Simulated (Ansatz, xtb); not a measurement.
C3H11OPSi: which of two isomers lies lower

Structure I is `CC(C)O[SiH2]P`, a singlet and structure II is `CCCO[SiH2]P`, a singlet. Both are isolated molecules in the gas phase, relaxed with PBE-D3(BJ)/def2-SVP; each stands in its lowest conformer found.

Question: Estimate which is lower in electronic energy at CCSD(T)/def2-SVP + ΔMP2/def2-TZVPP, and by roughly how much.

Answer: The CCSD(T)/def2-SVP + ΔMP2/def2-TZVPP calculation puts structure I lower, by 3.5 kcal/mol.

The same difference at several levels:

| level | geometry | E(II) − E(I) (kcal/mol) | departure from the last row (kcal/mol) | job, with rough time for the two |
| --- | --- | --- | --- | --- |
| GFN2-xTB | GFN2-xTB | +1.6 | −1.9 | optimisation, 0.25 s |
| HF/STO-3G | GFN2-xTB | +2.3 | −1.2 | single point, 0.3 s |
| r2SCAN-D4/def2-SVP | GFN2-xTB | +3.7 | +0.2 | single point, 3.1 s |
| PBE-D3(BJ)/def2-SVP | PBE-D3(BJ)/def2-SVP | +3.6 | +0.1 | optimisation, 57 s |
| HF/def2-SVP | PBE-D3(BJ)/def2-SVP | +2.4 | −1.0 | part of the CCSD(T) run |
| MP2/def2-SVP | PBE-D3(BJ)/def2-SVP | +3.8 | +0.3 | part of the CCSD(T) run |
| CCSD(T)/def2-SVP | PBE-D3(BJ)/def2-SVP | +3.7 | +0.2 | single point |
| CCSD(T)/def2-SVP + ΔMP2/def2-TZVPP | PBE-D3(BJ)/def2-SVP | +3.5 |  | single point, 59 s |

As drawn, both hold the same kinds of bond in the same numbers. Structure I has 2 methyl groups, II 1.

None of the levels shown reverses the order. The largest departure from CCSD(T)/def2-SVP + ΔMP2/def2-TZVPP is that of GFN2-xTB, 1.9 kcal/mol. A small imaginary or near-zero mode remains, so no thermal terms are given. The last row adds to CCSD(T) the change of the MP2 difference between the two basis sets, here −0.2 kcal/mol.

The correlated steps freeze 14 core orbitals. Codes used: Ansatz 0.2.0, xtb 6.7.1; the last row on 4 threads of Arm Neoverse V2 on a shared host.
